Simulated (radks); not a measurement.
Values are calculated unless marked as measured or tabulated.
The phosphorus anion P3-, [Ar], held by a Watson sphere: a shell of charge +3.86 at radius R that stands for the Madelung well of a crystal (potential energy -3.86/R inside, -3.86/r outside, in hartree with lengths in bohr). Level of theory: non-relativistic Kohn-Sham, PBEsol, spin-polarised, spherical densities, point nucleus (a radial shooting solver on a logarithmic mesh with Libxc functionals). Response by self-consistent Sternheimer equations with the Hartree and adiabatic LDA kernel. The sphere does not respond.

R (bohr) = 2.34: e(2p) (eV) -127.49; e(3s) (eV) -23.080; e(3p) (eV) -14.929; <r> 3p (bohr) 2.262; sum of <r^2> (bohr^2) 46.60; X-ray form factor at sin(theta)/lambda = 0.3 1/angstrom 8.415; alpha (bohr^3) 25.27
R (bohr) = 2.45: e(2p) (eV) -127.28; e(3s) (eV) -22.457; e(3p) (eV) -14.472; <r> 3p (bohr) 2.309; sum of <r^2> (bohr^2) 48.36; X-ray form factor at sin(theta)/lambda = 0.3 1/angstrom 8.409; alpha (bohr^3) 27.48
R (bohr) = 2.81: e(2p) (eV) -126.74; e(3s) (eV) -20.609; e(3p) (eV) -13.048; <r> 3p (bohr) 2.459; sum of <r^2> (bohr^2) 54.18; X-ray form factor at sin(theta)/lambda = 0.3 1/angstrom 8.423; alpha (bohr^3) 36.11
R (bohr) = 2.95: e(2p) (eV) -126.55; e(3s) (eV) -19.967; e(3p) (eV) -12.529; <r> 3p (bohr) 2.515; sum of <r^2> (bohr^2) 56.47; X-ray form factor at sin(theta)/lambda = 0.3 1/angstrom 8.437; alpha (bohr^3) 40.13
R (bohr) = 3.48: e(2p) (eV) -125.86; e(3s) (eV) -17.894; e(3p) (eV) -10.764; <r> 3p (bohr) 2.722; sum of <r^2> (bohr^2) 65.22; X-ray form factor at sin(theta)/lambda = 0.3 1/angstrom 8.496; alpha (bohr^3) 59.48
R (bohr) = 3.73: e(2p) (eV) -125.53; e(3s) (eV) -17.091; e(3p) (eV) -10.039; <r> 3p (bohr) 2.817; sum of <r^2> (bohr^2) 69.42; X-ray form factor at sin(theta)/lambda = 0.3 1/angstrom 8.518; alpha (bohr^3) 71.35
R (bohr) = 4.33: e(2p) (eV) -124.79; e(3s) (eV) -15.538; e(3p) (eV) -8.560; <r> 3p (bohr) 3.037; sum of <r^2> (bohr^2) 79.86; X-ray form factor at sin(theta)/lambda = 0.3 1/angstrom 8.549; alpha (bohr^3) 109.2
